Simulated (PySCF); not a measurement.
Two-component Hartree-Fock for B²⁺ (boron, charge +2)

Start: [He] 2s1; 2s1/2 filled at m_j = +1/2. Calculated with PySCF 2.14 in an uncontracted even-tempered set (18 s from 0.12 bohr⁻², ratio 2.4; 10 p from 0.16 bohr⁻², ratio 2.4; 6 d from 0.49 bohr⁻², ratio 2.6; 5 f from 0.74 bohr⁻², ratio 2.6): generalised Hartree-Fock with the X2C-1e Hamiltonian and a Gaussian nucleus; one run each with spin-orbit coupling (SO) switched off, then screened by Boettger's factors.

```tsv
spinor shell	electrons	ε, spin-free (eV)	ε, screened SO (eV)	weight of nominal j (screened SO)	rms radius, screened SO (bohr)
1s1/2	2	-239.72	-239.72	1.000	0.377
2s1/2	1	-37.835	-37.835	1.000	1.77
```

```csv
quantity,spin-free,screened SO
E (hartree),-23.38269,-23.38269
M_J,1/2,1/2
⟨J²⟩,0.750,0.750
⟨L²⟩,0.000,0.000
⟨S²⟩,0.750,0.750
```

Each row is a mean over spinors that exchange with the open shell spreads, by up to 1.750 eV (1s1/2).

Without spin-orbit coupling the j labels of p, d and f shells carry no meaning; the spin-free column gives the mean over the occupied spinors of each nl shell.
